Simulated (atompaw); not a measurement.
LDA (PW92) PAW (atompaw) dataset for titanium (Ti), non-relativistic all-electron reference.

* Element: Ti (Z = 22)
* Generator: atompaw 4.2.0.5
* Type: PAW
* Functional: LDA (PW92)
* Relativity: non-relativistic
* Frozen core: [Ne]
* Valence charge: 12
* Reference configuration: 3s2 3p6 3d2 4s0 4p0 (charge +2)
* Partial waves: 3s (bound): rc 1.70 bohr; 4s (bound, empty): rc 2.65 bohr; 3p (bound): rc 1.45 bohr; 4p (bound, empty): rc 2.65 bohr; 3d (bound): rc 2.65 bohr; 3d channel at -0.7 Ry: rc 2.65 bohr
* Local potential: bessel scheme, radius 2.25 bohr
* Core correction: smooth core density matched at 1.28 bohr
* Augmentation charge: sinc compensation charge, radius 2.30 bohr; PAW radius 2.65 bohr; waves and projectors: custom rrkj gramschmidtortho

All-electron outer shells of the reference configuration (LDA (PW92), non-relativistic, ld1.x):

```
shell  level (eV)  outermost node (bohr)  outermost maximum (bohr)
   2p     -459.08                      –                      0.22
   3s      -77.39                   0.40                      0.88
   3p      -54.64                   0.37                      0.90
   3d      -20.05                      –                      0.96
   4s      -16.80                   1.24                      2.58
   4p      -12.31                   1.35                      2.99
```

Problem. Estimate the cutoffs (Ry, on a coarse ladder) from which the occupation-weighted sum of valence levels, in a spherical-Bessel basis at the reference potential, stays within 10 and 1 mRy of its value at 400 Ry.

Solution. 35 Ry and 70 Ry.

Problem. Does the potential have ghost states?

Solution. No extra level below or beside the all-electron valence levels (s, p, d, f tested).

Problem. Is the overlap operator S = 1 + Σ q|β⟩⟨β| positive definite (Bessel basis up to 400 Ry)?

Solution. Yes: its lowest eigenvalue is 0.14 (d channel).

Problem. Which valence shell sets the plane-wave cutoff?

Solution. 3p: its level needs 40 Ry to come within 1 mRy, against 21 Ry for 3s.
